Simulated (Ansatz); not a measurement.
Job for Ansatz (a quantum-chemistry and plane-wave program): U-PBE/def2-TZVPP on C2+, 2S+1 = 4, a spin state set in the input, which need not be the lowest, a point of a bond scan (R = 1.407 Å). Charge +1.

Ansatz 0.2 input:
```yaml
crystal:
  periodic: [false, false, false]
  atoms:
    - {symbol: C, position_ang: [0.00000000, 0.00000000, 0.00000000]}
    - {symbol: C, position_ang: [0.00000000, 0.00000000, 1.40713900]}
basis:
  gaussian:
    orbitals: def2-TZVPP
    pivot_positions_ang: [[0.00000000, 0.00000000, 0.00000000], [0.00000000, 0.00000000, 1.40713900]]
hamiltonian:
  xc: {name: PBE}
total_charge: 1
magnetization: {spin_polarized: true, initial_magnetization: 3}
output: {forces: true, orbitals: {seedname: ./end}}
```

The log:

```
WARN ansatz: RAYON_NUM_THREADS=1 ignored (pool sized by the plan → 1); use --threads N
Functional definition: PBE
integrals: 0.01 GiB planned
360 factors; their error is unknown
mean field: 0.11 GiB planned
mean field evaluation 1: about -2050.5540 eV, gradient 1.7e1 eV
mean field evaluation 2: about -2051.5391 eV, gradient 9.5e0 eV
mean field evaluation 4: about -2052.0082 eV, gradient 7.9e-2 eV
mean field evaluation 8: about -2052.0023 eV, gradient 1.2e-2 eV
mean field evaluation 16: about -2051.9755 eV, gradient 7.5e-1 eV
mean field -2052.00226475 eV, -75.4096923326 hartree, gradient 7.1e-6 eV, S^2 3.751503; 1 other end points of the search recorded, 0 dependent functions left out
the calculation of the forces begins
reference -2052.00229318 eV, -75.4096933771 hartree; 7, 4 occupied and 55, 58 virtual orbitals, 360 factors
Total energy: -2052.00229318 eV, -75.4096933771 hartree
Atom 0 at     0.000000     0.000000     0.000000 Å, force    -0.000000     0.000000    -0.436527 eV/Å
Atom 1 at     0.000000     0.000000     1.407139 Å, force     0.000000    -0.000000     0.436527 eV/Å
Dipole moment:     0.000000     0.000000    -0.000000 e Å
```

The calculation finished and met its thresholds.

Cost: about 0.8 core-seconds (a rough figure).
